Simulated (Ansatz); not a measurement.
`C[SiH2]BO` + `BrCBr` → `OBCBr` + `C[SiH2]Br`  (formal exchange of groups at a B–Si bond)

Calculated with Ansatz (gas phase, PBE0-D4/def2-TZVP geometries, no zero-point term in ΔE). CCSD(T)/CBS adds triple-zeta CCSD(T) − MP2 to the extrapolated MP2 energy (def2 sets, frozen cores). Functionals use def2-TZVPP. For Br outer-core shells are correlated without core-valence functions, which leaves a few kJ/mol of doubt a bond. Scalar relativity is left out up to krypton. Each species was taken in one conformer, which may not be the lowest.

CCSD(T)/CBS gives -2.16 eV.

Q: Another level gave -2.10 eV. Which?
A. ωB97X-V/def2-TZVPP
B. BHLYP-D4/def2-TZVPP
C. r2SCAN/def2-TZVPP
D. PBE/def2-TZVPP

A: A. ωB97X-V -2.10, BHLYP-D4 -2.22, PBE -1.98, r2SCAN -2.15 eV.

Largest T1 diagnostic among the species: 0.013.

In def2-TZVPP, CCSD(T) changes the Hartree–Fock value by +0.22 eV (the triples alone add +0.03 eV) and MP2 by +0.13 eV. Leaving LDA and LC-ωPBE aside and taking each functional with its dispersion term where it has one, the values, not all of them listed here, spread over 0.27 eV, from BHLYP-D4 to revPBE-D4. LDA lies −0.06 eV from PBE without D4. From PBE to PBE0 (25 % exact exchange), in def2-TZVPP and without D4, ΔE moves by −0.12 eV.
